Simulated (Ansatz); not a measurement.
System: MgO, charge 1, multiplicity 2. SMILES: [O]=[Mg+]
Geometry: optimised at B3LYP-D3(BJ)/def2-TZVP (Ansatz, a first-principles code).

Parts of the frozen-core correlation energy in def2-SVP (Ansatz, hartree). Frozen orbitals: 6; correlated occupied orbitals by spin: 4 and 3; virtual: 22 and 23. UHF or UKS for open shells. Spin-orbit coupling is left out. No relativistic terms.

```
term                            value
-------------------------  ----------
reference (HF)             -274.02105
MP2 opposite-spin            -0.11773
MP2 same-spin                -0.04084
CCSD correlation             -0.16974
(T)                          -0.00395
CCSDT minus CCSD(T)          -0.00060
CCSDT(Q) minus CCSD(T)       -0.00119
T1 diagnostic                   0.031
largest doubles amplitude       0.040
<S^2> of the reference          0.769
```
